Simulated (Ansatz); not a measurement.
Cost and result for the atomization energy of C₂BrClF₂, SMILES `F/C(Cl)=C(/F)Br` (6 atoms, 5 bonds).

Total charge 0; spin multiplicity 1. Correlated methods include outer-core shells of Br, which these sets cover unevenly. Scalar relativity is left out up to krypton. The structure was optimised at the PBE0-D4/def2-TZVP level. Program: Ansatz. All runs use 4 threads of an Arm Neoverse V1 on a shared host. Times are those of one run each, without the atoms' runs, and a repeat can differ threefold. Electronic energies, without spin–orbit coupling; frozen cores. CCSD(T)/CBS adds CCSD(T) − MP2 in def2-TZVPP to the MP2 limit, and its time is that of the two runs behind it. T1 = 0.011; the RHF reference is unstable towards UHF. With those shells the extrapolation isn't a true limit.

CCSD(T)/CBS is a level of theory with its own doubt, some kJ/mol a heavy atom from the limit and from the frozen cores, so smaller differences don't rank the functionals.

| level | functions | atomization (kcal/mol) | difference from CCSD(T)/CBS | per bond |
| --- | --- | --- | --- | --- |
| CCSD(T)/CBS(def2) | – | 515.3 | 0.0 | 0.0 |
| r2SCANh-D4/def2-TZVPP | 214 | 516.6 | 1.3 | 0.3 |
| BLYP-D4/def2-TZVPP | 214 | 523.5 | 8.2 | 1.6 |
| CAM-B3LYP-D4/def2-TZVPP | 214 | 515.4 | 0.1 | 0.0 |
| PBE-D4/def2-TZVPP (with forces) | 214 | 557.0 | 41.7 | 8.3 |
| r2SCAN-D4/def2-TZVPP (with forces) | 214 | 526.1 | 10.8 | 2.1 |
| PBE0-D4/def2-TZVPP | 214 | 528.4 | 13.1 | 2.6 |
| CCSD(T)/def2-TZVPP | 214 | 496.2 | -19.1 | -3.8 |
| ωB97M-V/def2-TZVPP (with forces) | 214 | 518.5 | 3.2 | 0.6 |
| LDA (SPW92)/def2-TZVPP | 214 | 653.1 | 137.8 | 27.6 |
| ωB97X-V/def2-TZVPP | 214 | 517.8 | 2.5 | 0.5 |
| CCSD(T)/def2-SVP | 106 | 480.4 | -34.9 | -7.0 |
| MP2/def2-QZVPP | 387 | 540.2 | 24.9 | 5.0 |

(1) Order the runs by time, with rough figures. (An estimate is asked.)

Answers

(1) The calculation gave: LDA (SPW92)/def2-TZVPP 1.2 s; BLYP-D4/def2-TZVPP 2.1 s; PBE-D4/def2-TZVPP (with forces) 2.6 s; PBE0-D4/def2-TZVPP 3.8 s; CAM-B3LYP-D4/def2-TZVPP 3.9 s; r2SCAN-D4/def2-TZVPP (with forces) 6 s; r2SCANh-D4/def2-TZVPP 7 s; ωB97X-V/def2-TZVPP 8 s; CCSD(T)/def2-SVP 9 s; ωB97M-V/def2-TZVPP (with forces) 12 s; MP2/def2-QZVPP 32 s; CCSD(T)/def2-TZVPP 3.6 min; CCSD(T)/CBS(def2) 4.1 min.

The D4 term adds +6.8 kcal/mol with B3LYP and +3.5 kcal/mol with PBE0; it sums over pairs of atoms, weighted by their polarisabilities, and B3LYP, whose exchange is more repulsive, gets the larger term. In def2-TZVPP, CCSD(T) changes the Hartree–Fock value by +176.8 kcal/mol (the triples alone add +17.8 kcal/mol) and MP2 by +209.5 kcal/mol; breaking electron pairs costs correlation energy, which Hartree–Fock lacks. From PBE to PBE0 (25 % exact exchange), in def2-TZVPP and without D4, the atomization energy moves by −28.0 kcal/mol: exact exchange takes away binding that semilocal exchange gives to molecules.

B3LYP here is the variant with VWN-RPA as its local correlation; programs differ in this.
